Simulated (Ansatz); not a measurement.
`C=C[SiH2][SiH2]C` + `[SH][Ti]([Cl])([Cl])[Cl]` → `C[SiH2][S][Ti]([Cl])([Cl])[Cl]` + `C=C[SiH3]`  (cleavage of the Si–Si bond)

Gas-phase electronic energies from Ansatz, PBE0-D4/def2-TZVP geometries. CCSD(T)/CBS adds triple-zeta CCSD(T) − MP2 to the extrapolated MP2 energy (def2 sets, frozen cores). DFT in def2-TZVPP. B3LYP here is the variant with VWN-RPA as its local correlation; programs differ in this. For Ti outer-core shells are correlated without core-valence functions, which leaves a few kJ/mol of doubt a bond. Scalar relativity is left out up to krypton. Each species was taken in one conformer, which may not be the lowest.

```csv
level,ΔE (kJ/mol),difference from CCSD(T)/CBS
r2SCAN-D4,-78.7,8.6
PBE0-D4,-75.1,12.2
B3LYP-D4,-81.3,6.0
B2PLYP,-81.8,5.5
PBE,-63.8,23.5
PBE0,-68.9,18.4
SCS-MP2/def2-TZVPP,-92.6,-5.3
CCSD/def2-TZVPP,-79.9,7.4
MP2/def2-QZVPP,-100.1,-12.8
HF/CBS(def2),-80.1,7.2
CCSD(T)/CBS,-87.3,0
```

Largest T1 diagnostic among the species: 0.026, so the coupled-cluster value is less sure than usual.

In def2-TZVPP, CCSD(T) changes the Hartree–Fock value by −3.2 kJ/mol (the triples alone add −3.5 kJ/mol) and MP2 by −17.7 kJ/mol. The D4 term adds −11.3 kJ/mol with B3LYP and −6.2 kJ/mol with PBE0; it sums over pairs of atoms, weighted by their polarisabilities, and B3LYP, whose exchange is more repulsive, gets the larger term.

CCSD(T)/CBS has its own doubt, a few kJ/mol and more with outer-core shells, so smaller differences from it don't rank the levels.
